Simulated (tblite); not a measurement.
Species: C₂H₈Si₂.
SMILES: `[SiH3][C@@H]1C[SiH2]1`

Computed with GFN2-xTB (tblite): harmonic, unscaled wavenumbers at the GFN2-xTB geometry, gas phase. The method is semi-empirical: single wavenumbers can be off by several per cent or more. Modes of hydrogen on silicon can be 10 to 20 % off.

Harmonic wavenumbers (cm⁻¹): 89.1, 161.5, 233.9, 416.7, 457.8, 496.2, 533.1, 544.3, 646.7, 732.1, 735.7, 744.0, 779.1, 792.5, 805.7, 808.9, 919.7, 1016.2, 1037.6, 1108.3, 1225.6, 1451.9, 2219.2, 2236.3, 2241.7, 2341.6, 2357.2, 2989.5, 3050.8, 3056.7.

A = 9615, B = 2465, C = 2204 MHz; mass 88.016 u (most abundant isotopes); point group C1, symmetry number 1.

**Question.** What is the zero-point energy?

**Answer.** Half the sum of the wavenumbers: 18115 cm⁻¹ = 51.79 kcal/mol.

**Question.** Entropy at 298.15 K, 1 bar (ideal gas, RRHO, classical rotation)?

**Answer.** Translation 39.36, rotation 26.22, vibration 13.96: S = 79.6 cal/(mol K).

**Question.** And Cp and H(298.15 K) − H(0)?

**Answer.** Cp = 27.53 cal/(mol K), of which vibrations give 19.58 (their classical limit is 30 R = 59.6); H(298.15 K) − H(0) = 4.86 kcal/mol without the zero-point energy, 2.49 from vibrations.

**Question.** How do the functions run with temperature in this model?

**Answer.** 
```json
{"T (K)": "50", "S (cal/(mol K))": "52.1", "Cp (cal/(mol K))": "9.7", "H − H(0) (kcal/mol)": "0.42", "G − H(0) (kcal/mol)": "-2.18", "ln q(vib)": "0.09"}
{"T (K)": "100", "S (cal/(mol K))": "59.6", "Cp (cal/(mol K))": "12.3", "H − H(0) (kcal/mol)": "0.97", "G − H(0) (kcal/mol)": "-4.99", "ln q(vib)": "0.47"}
{"T (K)": "373.15", "S (cal/(mol K))": "86.3", "Cp (cal/(mol K))": "32.6", "H − H(0) (kcal/mol)": "7.12", "G − H(0) (kcal/mol)": "-25.08", "ln q(vib)": "3.92"}
{"T (K)": "500", "S (cal/(mol K))": "96.8", "Cp (cal/(mol K))": "39.2", "H − H(0) (kcal/mol)": "11.70", "G − H(0) (kcal/mol)": "-36.70", "ln q(vib)": "5.87"}
{"T (K)": "750", "S (cal/(mol K))": "114.4", "Cp (cal/(mol K))": "47.7", "H − H(0) (kcal/mol)": "22.65", "G − H(0) (kcal/mol)": "-63.18", "ln q(vib)": "9.70"}
{"T (K)": "1000", "S (cal/(mol K))": "129.0", "Cp (cal/(mol K))": "53.3", "H − H(0) (kcal/mol)": "35.32", "G − H(0) (kcal/mol)": "-93.67", "ln q(vib)": "13.29"}
```

q(vib) and H(0) count from the zero-point level.

**Question.** Which modes carry the vibrational entropy at 298.15 K?

**Answer.** 89.1 cm⁻¹: 3.68; 161.5 cm⁻¹: 2.53; 233.9 cm⁻¹: 1.85; 416.7 cm⁻¹: 0.90; 457.8 cm⁻¹: 0.77; 496.2 cm⁻¹: 0.67 cal/(mol K); the other 24 give 3.56 together.

**Question.** What must be added to the electronic energy to get the Gibbs energy at 298.15 K and 1 bar?

**Answer.** ZPE + [H(298.15 K) − H(0)] − T·S = 51.79 + 4.86 − 23.72 = 32.93 kcal/mol.

Hindered rotation and anharmonicity are outside this model. The structure is chiral; the term R ln 2 for an equal mix with its mirror image is left out.
